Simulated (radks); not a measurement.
The numbers below are computed, except where a source is named.
Question: Fe, 26 electrons, occupied as [Ar] 3d6 4s2. Code: a radial shooting solver on a logarithmic mesh with Libxc functionals. Model: scalar-relativistic Kohn-Sham, LDA (Slater exchange, Perdew-Zunger correlation), spin-unpolarised, spherical densities, finite nucleus; Fermi nuclear charge, rms radius 3.7377 fm. Some entries of the table are withheld. Estimate them.

orbital  occ.  eigenvalue (hartree)  <1/r> (bohr^-1)  r(max) (bohr)
1s          2             -256.6295            25.93            (1)
2s          2             -30.05722            5.546         0.2228
2p          6             -25.65115            5.449         0.1798
3s          2              -3.43646            1.747         0.7010
3p          6              -2.20226            1.607         0.7125
3d          6              -0.28483            1.208         0.7074
4s          2              -0.20171           0.4406          2.391
4p          0              -0.05275           0.3009            (2)
5s          0              -0.00109          0.08430          9.777

Answer: 
(1) 1s r(max) (bohr): 0.03834
(2) 4p r(max) (bohr): 3.293
